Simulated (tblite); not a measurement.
Species: C₅H₁₁F₂NSi.
Atom-mapped SMILES: `[CH2:1]=[CH:2][N:3]([SiH3:4])[C@@H:5]([CH3:6])[CH:7]([F:8])[F:9]` (hydrogens: H10, H11 on C1; H12 on C2; H13, H14, H15 on Si4; H16 on C5; H17, H18, H19 on C6; H20 on C7)

A start from a force field or distance geometry was refined with tblite 0.8.0, GFN2-xTB geometry optimisation, gas phase. Values at the start:

```
  coordinate    start
       C1=C2  1.323 Å
      C1–H10  1.073 Å
      C1–H11  1.085 Å
       C2–N3  1.424 Å
      C2–H12  1.084 Å
      N3–Si4  1.779 Å
       N3–C5  1.468 Å
     Si4–H13  1.476 Å
       C5–C6  1.533 Å
       C5–C7  1.523 Å
      C5–H16  1.115 Å
      C6–H17  1.099 Å
       C7–F8  1.378 Å
       C7–F9  1.381 Å
      C7–H20  1.105 Å
    C1–C2–N3   123.7°
   C2–N3–Si4   124.1°
    C2–N3–C5   119.2°
    N3–C5–C6   109.8°
   Si4–N3–C5   116.7°
    C5–C7–F8   105.6°
    C5–C7–F9   112.8°
    C6–C5–C7   104.0°
C1–C2–N3–Si4     -52°
 N3–C5–C7–F8     180°
```

Problem. How do these coordinates change at the GFN2-xTB level?

Solution. 
| coordinate | GFN2-xTB (Å or °) | change |
| --- | --- | --- |
| C2–N3 | 1.384 | -0.040 |
| N3–Si4 | 1.743 | -0.036 |
| C7–F9 | 1.355 | -0.026 |
| N3–C5 | 1.445 | -0.023 |
| C7–F8 | 1.356 | -0.022 |
| C5–H16 | 1.094 | -0.021 |
| Si4–H13 | 1.461 | -0.015 |
| C5–C7 | 1.535 | +0.012 |
| C6–H17 | 1.087 | -0.012 |
| C1–H11 | 1.074 | -0.011 |
| C7–H20 | 1.100 | -0.005 |
| C1=C2 | 1.326 | +0.003 |
| C5–C6 | 1.530 | -0.003 |
| C2–H12 | 1.082 | -0.002 |
| C1–H10 | 1.074 | +0.001 |
| C6–C5–C7 | 110.4 | +6.4 |
| C5–C7–F8 | 111.0 | +5.4 |
| N3–C5–C6 | 114.3 | +4.5 |
| Si4–N3–C5 | 120.8 | +4.1 |
| C5–C7–F9 | 110.2 | -2.6 |
| C1–C2–N3 | 126.2 | +2.5 |
| C2–N3–Si4 | 121.6 | -2.5 |
| C2–N3–C5 | 116.8 | -2.4 |
| C1–C2–N3–Si4 | 4 | +56 |
| N3–C5–C7–F8 | 178 | -2 |

The energy falls by 52.5 kJ/mol over 152 L-BFGS steps, the largest force on an atom goes from 1.17 to 0.009 eV/Å, and the atoms move by 0.607 Å rms after alignment. The bond that changes most is C2–N3 (vinylic carbon bearing nitrogen to silicon-bound nitrogen), which shortens by 0.040 Å. Bonds longer at the end by more than 0.005 Å: 1 of 19; shorter: 13. Among the dihedrals that turn most is H12–C2–N3–C5, from -55° to 15°. Rotational constants go from 1817, 884.3, 795.8 to 1850, 907.8, 837.3 MHz.

Its GFN2-xTB frequencies are all real (lowest 39 cm⁻¹). The numbers are those of one conformer.

These are computed values.
